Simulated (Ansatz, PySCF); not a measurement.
The pair A = CH3F (SMILES CF) (first 5 atoms), B = CH2O2 (SMILES O=CO); geometry from B3LYP-D3(BJ)/def2-TZVP.
(charge 0, multiplicity 1):
```xyz
10

C      0.214    -0.164     0.472
F      0.649    -1.247     1.266
H     -0.546    -0.541    -0.210
H     -0.191     0.594     1.138
H      1.076     0.208    -0.078
O     -0.520     0.956     3.506
C     -0.184     0.128     4.311
O      0.381    -1.045     4.033
H     -0.304     0.242     5.396
H      0.482    -1.133     3.062
```

Cores are frozen in the correlated methods. CBS(a, b) extrapolates the correlation energy as X⁻³ and adds the Hartree–Fock energy of set b. MP2 and its Hartree–Fock in aug-cc-pVTZ are density fitted.

Codes used: Ansatz (a first-principles code); PySCF for the dispersion terms. Values without a source in brackets are computed.

The monomers are drawn apart, rigid, along the line of their centres of mass. Counterpoise-corrected interaction energies (kcal/mol):

```csv
level,R = 3.888 Å,R = 4.611 Å
PBE/def2-TZVPPD,-3.6346,-1.7424
PBE-D3(BJ)/def2-TZVPPD,-4.1718,-1.9925
wB97M-V/def2-TZVPPD,-4.0616,-1.9564
"MP2/CBS(aug-cc-pVDZ, aug-cc-pVTZ) + ΔCCSD(T)/aug-cc-pVDZ",-4.1134,-1.9600
```

Task: R is the distance of the centres of mass. Find the local exponent m of E ∝ R⁻ᵐ between the two points.

Result: 
m = ln(E₁/E₂)/ln(R₂/R₁): PBE/def2-TZVPPD 4.3; PBE-D3(BJ)/def2-TZVPPD 4.3; wB97M-V/def2-TZVPPD 4.3; MP2/CBS(aug-cc-pVDZ, aug-cc-pVTZ) + ΔCCSD(T)/aug-cc-pVDZ 4.3. For scale, two fixed dipoles give m = 3, dipole and quadrupole 4, quadrupoles 5, and dispersion or dipole-induced dipole 6 at long range; at these distances several terms mix, and what is left of overlap and damping shifts m, so it need not match one of them.
